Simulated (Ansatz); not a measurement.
Rb₄H₅⁻. Total charge -1; singlet. Geometry B3LYP-D4/def2-SVPD, basis def2-TZVPD, Ansatz.

```tsv
atom	x (Å)	y (Å)	z (Å)
Rb1	-0.817	1.825	1.826
Rb2	2.121	-0.763	0.199
Rb3	-0.773	1.383	-2.329
Rb4	-2.159	-1.796	0.230
H5	-0.450	-0.831	2.041
H6	-3.224	1.202	-0.251
H7	0.816	2.072	-0.297
H8	-0.173	-1.701	-2.205
H9	4.659	-1.392	0.787
```

```
run  HOMO (eV)  LUMO (eV)
  A       0.43       1.19
  B       0.39       1.62
  C      -0.40       1.53
  D       0.51       1.20
  E       0.29       1.17
```

In the def2 sets Rb takes a core potential; there is no spin–orbit coupling. Another isomer (singlet) lies 0.42 eV lower at PBE0-D4/def2-TZVPD; other spin states weren't run for this one.

Task: The runs used BLYP, LDA (SPW92), PBE, PBE0, r2SCAN. Estimate which is which.

Result: A PBE (0 % exact exchange); B r2SCAN (0 % exact exchange); C PBE0 (25 % exact exchange); D BLYP (0 % exact exchange); E LDA (SPW92) (0 % exact exchange). Exact exchange lowers occupied and raises empty levels; among semilocal functionals meta-GGAs tend to open the gap a little, and such runs are hard to tell apart. The gap grows from 0.69 eV (BLYP) to 1.93 eV (PBE0). At PBE-D4/def2-TZVPD, r2SCAN-D4/def2-TZVPD, BLYP-D4/def2-TZVPD, LDA (SPW92)/def2-TZVPD the highest occupied level of the charge -1 singlet lies above zero (up to 0.51 eV). The electron is either unbound and held by the finite basis, or the level is raised by self-interaction error.
